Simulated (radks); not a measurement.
Results of a calculation; reference values are marked as such.
Ionisation of neutral bromine, [Ar] 3d10 4s2 4p5, to Br+, [Ar] 3d10 4s2 4p4, under several functionals. Dirac Kohn-Sham, spin-unpolarised, spherical densities, point nucleus; open shells fill j = l - 1/2 first; a radial shooting solver on a logarithmic mesh with Libxc functionals.

| functional | E(Br) (hartree) | Exc (hartree) | IE (eV) | -e(HOMO) (eV) | <r> HOMO (bohr) | IE error (eV) |
|---|---|---|---|---|---|---|
| PW91 | -2607.13907 | -92.75645 | 12.401 | 7.725 | 2.123 | +0.587 |
| BLYP | -2607.03498 | -92.63991 | 12.190 | 7.523 | 2.132 | +0.376 |
| PBE | -2606.59714 | -92.20279 | 12.345 | 7.675 | 2.124 | +0.532 |
| B86b exchange with PBE correlation | -2607.04028 | -92.65389 | 12.364 | 7.691 | 2.122 | +0.550 |
| Wu-Cohen GGA | -2606.07328 | -91.67422 | 12.350 | 7.669 | 2.117 | +0.536 |
| RPBE | -2606.83657 | -92.44804 | 12.316 | 7.646 | 2.125 | +0.502 |

NIST Atomic Spectra Database: 11.814 eV (measured). Closest: BLYP. The Delta-SCF values span 0.21 eV, the total energies 1.07 hartree. The highest occupied level is 4p3/2. Spin polarisation and multiplet splitting are left out, so open shells lie too high by an amount that depends on their filling.

Beside tabulated values, note that spin-unpolarised runs miss the spin-polarisation part of the exchange energy of open shells.
